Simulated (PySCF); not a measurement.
Zn(SH)(SMe) (CH₄S₂Zn), SMILES [Zn]([SH])[S]C.

Coordinates come from a PBE0-D3(BJ)/def2-SVP optimisation. One conformer was computed; it need not be the lowest.

Two levels are set side by side: TDA-PBE/def2-SVPD (PySCF) and TDA-M06-2X/def2-SVPD (PySCF). Vertical, same geometry. The lowest singlet is HOMO→LUMO 99 % with PBE and HOMO→LUMO 85 % with the other functional; states are paired by order. Differences are taken from unrounded values.

| quantity | TDA-M06-2X |
|---|---|
| lowest singlet excitation (eV) | 4.67 |
| lowest triplet excitation (TDA) (eV) | 4.44 |
| first bright state (f over 0.05) (eV) | 6.50 |
| its oscillator strength | 0.17 |

Problem. What does TDA-PBE give, and how far is it from TDA-M06-2X? (An estimate is asked for; the answer gives what the named calculation found.)

Solution. 
| quantity | TDA-PBE | TDA-PBE minus TDA-M06-2X |
|---|---|---|
| lowest singlet excitation (eV) | 4.05 | -0.62 |
| lowest triplet excitation (TDA) (eV) | 3.75 | -0.69 |
| first bright state (f over 0.05) (eV) | 5.97 | -0.52 |
| its oscillator strength | 0.50 | 0.33 |

A lower first singlet is the usual sign of a functional without exact exchange. Differences between two approximate levels are no errors against the true value.

Rough cost on one machine, each run with all the roots and properties that it gave: TDA-M06-2X against TDA-PBE about 5 times.
